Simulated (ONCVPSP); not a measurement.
**Which change was made? (Nd, ONCV)**

- Element: Nd
- Generator: ONCVPSP 4.0.1
- Type: optimised norm-conserving Vanderbilt (ONCV)
- Functional: PBE
- Relativity: fully relativistic
- Frozen core: [Kr] 4d10 4f3
- Valence charge: 11
- Reference configuration: 5s2 5p6 5d1 6s2
- Partial waves: 5s+6s: rc 2.45 bohr, ncon 4, nbas 9, qcut 3.9 1/bohr, 2 projectors; 5p: rc 2.45 bohr, ncon 3, nbas 8, qcut 5.5 1/bohr, 1 projector; 5d: rc 2.65 bohr, ncon 3, nbas 6, qcut 3.6 1/bohr, 2 projectors, debl 1.9 Ha
- Local potential: polynomial inside 2.10 bohr (lpopt 5, dvloc0 6 Ha)
- Core correction: Teter function fitted to the true core (icmod 2), fcfact 0.2

Open shells are filled in proportion to 2j + 1.

Cutoffs, loose and tight: the cutoffs (Ha) at which the residual kinetic energy of the hardest occupied pseudo-wave falls to 1 and 0.1 mHa per electron. They do not see the model core or the augmentation charge, which bear on the density cutoff. Test errors are all-electron minus pseudo excitation energies from the reference, over the configurations 5s2 5p6 5d1 6s1; 5s2 5p6 5d1 6s0; 5s2 5p6 5d0 6s0; 5s2 5p6 5d1 6s1 6p1; variants that change the core or the reference have their own tests.

The base gives: outcome: generated; cutoff, loose: 6.2 Ha; cutoff, tight: 15 Ha; bound ghosts: none; GHOST(+) flags above zero: none; largest test error (meV): -33.

Q: After one change the result is: outcome: generated; cutoff, loose: 16 Ha; cutoff, tight: 27 Ha; bound ghosts: none; GHOST(+) flags above zero: none; largest test error (meV): -15. Which change was it?
A. all radii but the core radius scaled by about 1.20 (s 2.94, p 2.94, d 3.18 bohr); local potential polynomial inside 2.52 bohr (lpopt 5, dvloc0 6 Ha)
B. s: qcut 5.2
C. core correction polynomial model core, fcfact 0.7
D. s: qcut 3; p: qcut 4.3; d: qcut 2.8

A: D. The others give: s: qcut 5.2 → outcome: generated; cutoff, loose: 8.7 Ha; cutoff, tight: 15 Ha; bound ghosts: none; GHOST(+) flags above zero: none; largest test error (meV): -32 | core correction polynomial model core, fcfact 0.7 → outcome: generated; cutoff, loose: 6.2 Ha; cutoff, tight: 15 Ha; bound ghosts: none; GHOST(+) flags above zero: none; largest test error (meV): -83 | all radii but the core radius scaled by about 1.20 (s 2.94, p 2.94, d 3.18 bohr); local potential polynomial inside 2.52 bohr (lpopt 5, dvloc0 6 Ha) → outcome: generated; cutoff, loose: 6.8 Ha; cutoff, tight: 8.3 Ha; bound ghosts: none; GHOST(+) flags above zero: none; largest test error (meV): -137.
